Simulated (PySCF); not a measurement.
Can point charges reproduce the dipole moment of `[SiH3]C[SiH2]C[SiH3]`?

Coordinates (GFN2-xTB, Å) and charges (e) from the PBE0/pcSseg-1 density (PySCF):

```
atom       x       y       z  Mulliken      IAO  Hirshfeld  ESP-fitted
 Si1   2.914   0.461   0.021   +0.4932  +0.6093    +0.3128     +0.3681
  C2   1.078   0.356   0.477   -0.8741  -0.8259    -0.2461     -0.4296
 Si3   0.108  -1.035  -0.376   +0.6659  +0.7657    +0.3387     +0.5612
  C4  -1.733  -0.947   0.098   -0.8494  -0.8226    -0.2464     -0.5425
 Si5  -2.560   0.749  -0.106   +0.4713  +0.6013    +0.3114     +0.4928
  H6   3.530   1.599   0.714   -0.0823  -0.1180    -0.0803     -0.1041
  H7   3.059   0.650  -1.423   -0.0777  -0.1211    -0.0783     -0.0989
  H8   3.603  -0.767   0.424   -0.0789  -0.1214    -0.0786     -0.0969
  H9   0.604   1.309   0.237   +0.1854  +0.1606    +0.0410     +0.1186
 H10   0.988   0.242   1.558   +0.1712  +0.1622    +0.0434     +0.1263
 H11   0.651  -2.341   0.033   -0.0708  -0.1262    -0.0836     -0.1526
 H12   0.233  -0.913  -1.834   -0.0631  -0.1294    -0.0821     -0.1370
 H13  -2.274  -1.676  -0.503   +0.1722  +0.1645    +0.0431     +0.1414
 H14  -1.852  -1.269   1.133   +0.1708  +0.1619    +0.0422     +0.1381
 H15  -2.044   1.688   0.896   -0.0784  -0.1232    -0.0789     -0.1352
 H16  -2.302   1.281  -1.446   -0.0771  -0.1221    -0.0786     -0.1218
 H17  -4.009   0.626   0.088   -0.0783  -0.1157    -0.0797     -0.1279
```

Compute μ = Σ q r for each scheme (1 e·Å = 4.803 D) and compare with the dipole of the full density.

The full density gives (-0.54, -0.22, 0.56) D, 0.81 D in size; dipole vectors point from the negative to the positive end.

```json
{"scheme": "Mulliken", "μx": "0.89", "μy": "-0.08", "μz": "-0.99", "size (D)": "1.33", "share of the full size (%)": "165", "angle to the full dipole (°)": "161"}
{"scheme": "IAO", "μx": "0.47", "μy": "-0.03", "μz": "-0.46", "size (D)": "0.66", "share of the full size (%)": "82", "angle to the full dipole (°)": "162"}
{"scheme": "Hirshfeld", "μx": "-0.07", "μy": "-0.10", "μz": "0.06", "size (D)": "0.14", "share of the full size (%)": "17", "angle to the full dipole (°)": "33"}
{"scheme": "ESP-fitted", "μx": "-0.54", "μy": "-0.22", "μz": "0.54", "size (D)": "0.80", "share of the full size (%)": "99", "angle to the full dipole (°)": "2"}
```

Which set comes closest?

Length of the difference vector: ESP-fitted 0.02 D, Hirshfeld 0.70 D, IAO 1.45 D, Mulliken 2.11 D. Closest: ESP-fitted. 

What is left for the Hirshfeld atoms' own dipoles?

The Hirshfeld atoms' densities add up to the full density, so μ = Σ q r + Σ (atomic dipoles). The atomic dipoles sum to (-0.54, -0.22, 0.56) − (-0.07, -0.10, 0.06) = (-0.47, -0.12, 0.50) D, 0.70 D in size.

With the origin at the mean of the coordinates, (0.000, 0.001, -0.001) Å, which are the largest single terms, by size, of the IAO dipole along the direction of the full one?

Si1 -5.99, C4 -5.83, Si5 +4.12, C2 +1.90, H7 +1.86 D; all 17 atoms together -0.63 D. The single terms depend on the origin, their sum doesn't.

Give the size of the full dipole in other units.

0.81 D = 0.318 au = 0.168 e·Å = 2.69 × 10⁻³⁰ C·m.

Geometry: GFN2-xTB, one conformer, isolated molecule.

The values belong to the conformer `[SiH3:1][CH2:2][SiH2:3][CH2:4][SiH3:5]`: Si1–C2–Si3–C4 -177°, C2–Si3–C4–Si5 51°.
